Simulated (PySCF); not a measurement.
[Dy(NH3)3]3+: from a saddle point downhill

PySCF 2.14.0, RKS PBE, Dy lcecp-1-SVP with ECP55, N def2-SVP, H def2-SVP; non-relativistic Hamiltonian with scalar-relativistic core potentials where named; density fitting; no spin-orbit coupling. Relaxed within the symmetry of its start, the geometry (C3h) is

```xyz
13

Dy    0.0000    0.0000    0.0000
N     2.4126    0.0012    0.0000
H     2.8677   -0.4721    0.8156
H     2.8677   -0.4721   -0.8156
H     2.8682    0.9432    0.0000
N    -1.2073    2.0887    0.0000
H    -1.0250    2.7195    0.8156
H    -1.0250    2.7195   -0.8156
H    -2.2509    2.0123    0.0000
N    -1.2052   -2.0900    0.0000
H    -1.8427   -2.2475    0.8156
H    -1.8427   -2.2475   -0.8156
H    -0.6172   -2.9555    0.0000
```

and its lowest harmonic modes are -49, -46, -46, -44, 84, 84 cm⁻¹ (negative: unstable). It was moved along the lowest mode and relaxed again, within the group C3 that the move left.

(1) Where does it end, and how much lower?

(2) How do the contacts change?

(3) Is the end a minimum?

An lcecp potential fixes the number of 4f electrons, so in runs with it no electron can move into or out of that shell.

State: singlet in the valence, with the 4f electrons in the core potential.

Results:

(1) In C3, 0.051 eV lower, after 15 steps:
```xyz
13

Dy    0.0000    0.0000    0.7718
N     2.2657   -0.0016   -0.0263
H     2.9800   -0.3037    0.6778
H     2.4748   -0.6224   -0.8421
H     2.6352    0.9251   -0.3414
N    -1.1315    1.9629   -0.0263
H    -1.2270    2.7327    0.6778
H    -0.6984    2.4545   -0.8421
H    -2.1188    1.8196   -0.3414
N    -1.1342   -1.9613   -0.0263
H    -1.7530   -2.4289    0.6778
H    -1.7764   -1.8321   -0.8421
H    -0.5164   -2.7447   -0.3414
```

(2) 
| contact | saddle (Å) | end (Å) |
| --- | --- | --- |
| Dy1–N2 (NH3) | 2.413 | 2.402 |
| Dy1–N6 (NH3) | 2.413 | 2.402 |
| Dy1–N10 (NH3) | 2.413 | 2.402 |


(3) Probably not: 3 of the modes stay unstable (below −25 cm⁻¹), though so soft as to be near the noise; lowest modes -44, -44, -39, 58, 81, 81 cm⁻¹.
